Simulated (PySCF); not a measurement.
## Optical rotation: `CO[C@@H]1C[C@H]1C#N`, C$_{5}$H$_{7}$NO

Molfile (atoms numbered from 1):
```
C5H7NO
     RDKit          3D

 14 14  0  0  0  0  0  0  0  0999 V2000
    2.1575    0.1532    0.0221 C   0  0  0  0  0  0  0  0  0  0  0  0
    1.1060   -0.6946    0.4315 O   0  0  0  0  0  0  0  0  0  0  0  0
   -0.1303   -0.0770    0.4275 C   0  0  2  0  0  0  0  0  0  0  0  0
   -1.3416   -0.9353    0.3509 C   0  0  0  0  0  0  0  0  0  0  0  0
   -0.9556   -0.1056   -0.8552 C   0  0  1  0  0  0  0  0  0  0  0  0
   -1.7211    1.0348   -1.1997 C   0  0  0  0  0  0  0  0  0  0  0  0
   -2.3258    1.9705   -1.4661 N   0  0  0  0  0  0  0  0  0  0  0  0
    2.2373    1.0250    0.6814 H   0  0  0  0  0  0  0  0  0  0  0  0
    3.0686   -0.4376    0.0843 H   0  0  0  0  0  0  0  0  0  0  0  0
    2.0133    0.5008   -1.0071 H   0  0  0  0  0  0  0  0  0  0  0  0
   -0.1789    0.8390    1.0160 H   0  0  0  0  0  0  0  0  0  0  0  0
   -1.1893   -2.0000    0.2724 H   0  0  0  0  0  0  0  0  0  0  0  0
   -2.2137   -0.6412    0.9146 H   0  0  0  0  0  0  0  0  0  0  0  0
   -0.5271   -0.6325   -1.6998 H   0  0  0  0  0  0  0  0  0  0  0  0
  1  2  1  0
  2  3  1  0
  3  4  1  0
  4  5  1  0
  5  6  1  0
  6  7  3  0
  5  3  1  0
  1  8  1  0
  1  9  1  0
  1 10  1  0
  3 11  1  1
  4 12  1  0
  4 13  1  0
  5 14  1  6
M  END
```

Level of theory: PySCF 2.14.0, TDDFT BHandHLYP/def2-SVPD circular dichroism and optical rotation, one conformer, gas phase. Geometry: GFN2-xTB.

The molecule is flexible and this is one conformer; a measurement averages over conformers.

Stereocentres: C3 R, C5 S.

(1) Give the optical rotatory dispersion at 633, 589.3, 546, 436, 405, 365, 355 nm.

(2) And for the mirror image at 589.3 nm?

(3) What is the molar rotation [Φ] = [α]·M/100 of the geometry above at 589.3 nm?

Results:

(1) [α] in deg dm⁻¹ (g/mL)⁻¹:
```tsv
λ (nm)	origin-invariant length gauge	modified velocity gauge	length gauge (centre of mass)	isotropic polarisability (au)
633	+12.8	+11.1	+12.4	65.6
589.3	+14.8	+12.9	+14.3	65.8
546	+17.2	+15.1	+16.7	66.1
436	+27.1	+24.1	+26.1	67.1
405	+31.5	+28.2	+30.3	67.6
365	+38.9	+35.4	+37.4	68.4
355	+41.2	+37.7	+39.5	68.6
```

(2) -14.8 deg dm⁻¹ (g/mL)⁻¹ (origin-invariant length gauge): the same size and the opposite sign.

(3) With M = 97.12 g/mol, +14.3 deg cm² dmol⁻¹ (origin-invariant length gauge).

The first excitation lies at 7.12 eV (174 nm) with R = +0.8 × 10⁻⁴⁰ esu² cm² (velocity form).
